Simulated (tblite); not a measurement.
Species: CH₁₁NSi₄.
Bonds: C1–N2, N2–Si3, Si3–Si4, Si4–Si5, Si4–Si6, N2–Si6. Hydrogens: H7, H8, H9 on C1; H10, H11 on Si3; H12 on Si4; H13, H14, H15 on Si5; H16, H17 on Si6.

Structure optimised with GFN2-xTB, isolated species.

Question: What internal coordinates does the optimisation give?

Answer: 
| bond | length (pm) |
| --- | --- |
| C1–N2 | 143.7 |
| N2–Si3, N2–Si6 | 175.1 |
| Si3–Si4, Si4–Si6 | 234.0 |
| Si4–Si5 | 231.4 |
| C1–H7, C1–H8, C1–H9 | 109.2 |
| Si3–H10, Si6–H16 | 147.2 |
| Si3–H11, Si6–H17 | 147.3 |
| Si4–H12 | 148.4 |
| Si5–H13, Si5–H14, Si5–H15 | 146.5 |

Bonds in one row agree within 1 pm and their mean is given. A selection of angles:
| angle | degrees |
| --- | --- |
| N2–C1–H7 | 110.4 |
| N2–C1–H9 | 111.6 |
| H7–C1–H8 | 108.4 |
| C1–N2–Si3 | 122.6 |
| Si3–N2–Si6 | 114.5 |
| N2–Si3–Si4 | 83.5 |
| N2–Si3–H10 | 108.6 |
| N2–Si3–H11 | 111.0 |
| Si4–Si3–H10 | 122.7 |
| Si4–Si3–H11 | 122.7 |
| H10–Si3–H11 | 105.1 |
| Si3–Si4–Si5 | 121.9 |
| Si3–Si4–Si6 | 78.0 |
| Si3–Si4–H12 | 112.9 |
| Si5–Si4–H12 | 107.3 |
| Si4–Si5–H13 | 112.8 |
| H13–Si5–H14 | 106.1 |
| N2–Si6–H16 | 108.5 |

Dihedral angles: C1–N2–Si3–Si4 179° (antiperiplanar); N2–Si3–Si4–Si5 -115° (anticlinal); Si3–Si4–Si6–N2 -5° (synperiplanar); C1–N2–Si6–Si4 -179° (antiperiplanar).

The 4-membered ring N2–Si3–Si4–Si6 has internal angles of 78.0° to 114.5°; it is slightly puckered (a soft mode that the optimisation may not have finished), 0.05 Å rms from its mean plane, widest ring torsion 7°. N2 (nitrogen bridging silicon atoms) is planar (angles 122.7°, 122.6° and 114.5°, sum 359.7°, 0.05 Å off the plane of its three neighbours). Si3 (SiH2 silicon) has angles from 83.5° to 122.7°. The Si–Si distances run from 2.314 Å (Si4–Si5, drawn single) to 2.341 Å (Si4–Si6, drawn single), a spread of 0.027 Å. Si5 (SiH3 silicon) is distorted tetrahedral (angles from 105.5° to 112.9°). Si4 (SiH silicon) has angles from 78.0° to 121.9°.

Point group: Cs (every atom within 0.08 Å of its image). Its lowest GFN2-xTB frequency is 18i cm⁻¹, too small to tell a flat minimum from a shallow saddle.

Time: 1.4 s of wall time. Hardware: one thread of an Arm Neoverse N1, no GPU, shared host. These figures are those of the optimisation.

All values are computed, not measured.
